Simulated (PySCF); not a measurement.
C₂H₈InNO. Atoms are numbered in the order given.

```xyz
13

In     0.0452     0.0026     0.3135
C      0.6093    -0.9250    -1.5727
C     -0.1049    -0.3133    -2.7794
H      0.4120    -2.0049    -1.4834
H      1.7024    -0.8089    -1.6522
H      0.0794     0.7691    -2.8600
H     -1.1966    -0.4490    -2.7219
H      0.2344    -0.7798    -3.7213
O     -0.7626     1.8500     0.1350
H     -1.0772     2.2124     0.9739
N      0.0059    -0.7070     2.2381
H      0.0180    -0.0229     2.9929
H      0.6445    -1.4636     2.4765
```

The structure is a stationary point at B3LYP-D3(BJ)/def2-SVP. The def2 effective core potentials stand for the cores of In; spin–orbit coupling is left out. One conformer was computed; it need not be the lowest.

All values below come from PySCF with TDDFT-PBE/def2-SVPD.

Vertical excitations. The molecule is in vacuum.

Give excitation energies, oscillator strengths and character. (An estimate is asked for; the answer gives what the named calculation found.)


| state | energy (eV) | λ (nm) | f | main pairs |
|---|---|---|---|---|
| S1 | 4.18 | 296 | 0.025 | HOMO→LUMO 91 % |
| S2 | 4.82 | 257 | 0.023 | HOMO−1→LUMO 81 %, HOMO→LUMO+1 13 % |
| S3 | 4.99 | 248 | 0.042 | HOMO→LUMO+1 65 %, HOMO−1→LUMO 14 % |
| S4 | 5.21 | 238 | 0.043 | HOMO−2→LUMO 73 %, HOMO−1→LUMO+1 11 % |
| S5 | 5.54 | 224 | 0.014 | HOMO−2→LUMO+1 73 %, HOMO−1→LUMO+1 21 % |
| S6 | 5.62 | 221 | 0.110 | HOMO−3→LUMO 43 %, HOMO→LUMO+2 20 %, HOMO−1→LUMO+1 12 %, HOMO−2→LUMO+1 8 % |
| S7 | 5.66 | 219 | 0.053 | HOMO→LUMO+2 75 %, HOMO−3→LUMO 15 % |
| S8 | 5.86 | 212 | 0.058 | HOMO−1→LUMO+1 48 %, HOMO−3→LUMO 22 %, HOMO−2→LUMO+1 11 % |
| S9 | 5.92 | 209 | 0.011 | HOMO→LUMO+3 95 % |
| S10 | 6.09 | 203 | 0.016 | HOMO−3→LUMO+1 63 %, HOMO→LUMO+4 33 % |
| T1 | 3.72 | 333 | 0 | HOMO→LUMO 97 % |
| T2 | 4.35 | 285 | 0 | HOMO→LUMO+1 94 % |
| T3 | 4.51 | 275 | 0 | HOMO−1→LUMO 75 %, HOMO−2→LUMO 23 % |
| T4 | 4.58 | 271 | 0 | HOMO−2→LUMO 72 %, HOMO−1→LUMO 23 % |
Triplets are in the Tamm–Dancoff approximation, which puts them higher than full response would, so one can lie above its singlet here.
